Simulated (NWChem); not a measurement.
## Correlation energy of C₂H₄F

SMILES: [CH](F)C
```xyz
7

C     -1.1510     0.1709    -0.2978
C      0.3069     0.3776    -0.2069
F      0.9915    -0.5555     0.4627
H     -1.6017     0.9251    -0.9587
H     -1.6495     0.2458     0.6898
H     -1.3832    -0.8289    -0.7001
H      0.7759     1.3668    -0.1667
```
Charge 0, spin multiplicity 2.

The numbers come from NWChem runs, not from measurements. Structure: optimised with UPBE0/def2-SVP, a minimum by its harmonic frequencies.

Basis set: def2-SVP. Each correlation energy counts from its own Hartree-Fock reference.

| method | correlation energy (mHa) |
|---|---|
| CCSD on ROHF | -480.0 |
| CCSD on UHF | -476.0 |
| CCSD[T] on UHF | -487.4 |
| CCSD(T) on UHF | -486.5 |
| UMP2 | -442.6 |
| SCS-UMP2 | -437.1 |
| CCSD(T) on ROHF | -490.7 |
| CCSD[T] on ROHF | -491.7 |

The values span 54.6 mHa, from CCSD[T] on ROHF (lowest) to SCS-UMP2 (highest). 

The correlated methods keep 3 core orbitals frozen. The structure started from a generated list of species. The stability of the SCF solutions was not checked. Open-shell Hartree-Fock references start from PBE0 orbitals. Coupled-cluster values serve here as a point of comparison, not as the truth.
